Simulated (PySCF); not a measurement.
**From computed data to an observable: oscillator strength and radiative lifetime**

C5F8, SMILES C1(C(F)=C(F)C(F)(F)C1(F)F)(F)F.

Geometry: B3LYP-D3(BJ)/def2-SVP. One conformer was computed; it need not be the lowest.

TDA-CAM-B3LYP/def2-SVP run with PySCF puts the first singlet state with f over 0.02 at 7.90 eV (vertical), with the transition dipole (0.000, 0.000, 0.696) in atomic units.

Question: Find the oscillator strength, the wavelength and the radiative lifetime that this transition would have in vacuum if emission retraced absorption.

Answer: 
|μ|² = 0.4844 au, so |μ| = 1.77 D. ΔE = 7.90/27.211 = 0.2903 hartree. f = (2/3) ΔE |μ|² = 0.094 (the program prints 0.094).
λ = 1239.84/7.90 = 157 nm; ν = 63718 cm⁻¹.
Einstein's coefficient A = 0.6670 ν² f s⁻¹ (ν in cm⁻¹) = 2.5e8 s⁻¹, so τ = 1/A = 3.9 ns. This state is S2; the lower singlet has f = 0.001. The figure is the radiative limit of this one transition; relaxation, internal conversion, crossing to triplets and a medium change what is measured.
